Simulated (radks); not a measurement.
Task: These are the eigenvalues of the occupied orbitals of an atom or ion with whole-number occupations (eV). All-electron calculation, Dirac Kohn-Sham, Slater X-alpha with alpha = 0.907, spin-unpolarised, spherical densities, point nucleus. Program: a radial shooting solver on a logarithmic mesh with Libxc functionals.

1s1/2: -41145.80
2s1/2: -7241.951
2p1/2: -6893.978
2p3/2: -6441.852
3s1/2: -2114.930
3p1/2: -1966.725
3p3/2: -1874.897
3d3/2: -1616.742
3d5/2: -1596.578
4s1/2: -906.9498
4p1/2: -847.5932
4p3/2: -821.5404

Which element is it, and in what charge state? The configuration may be excited. Open shells, if any, are shared by 2j + 1.

Result: Z = 58, cerium, charge +24: Ce24+ in [Ar] 3d10 4s2 4p4. The list shows which subshells hold electrons but not how many an open one holds; the 1s level, -1512.1 hartree, gives Z - s = 55.0 by -(Z - s)^2/2, which with screening and relativity narrows Z to a few neighbours, and the depths of the outer levels then fix element, charge and occupations together.
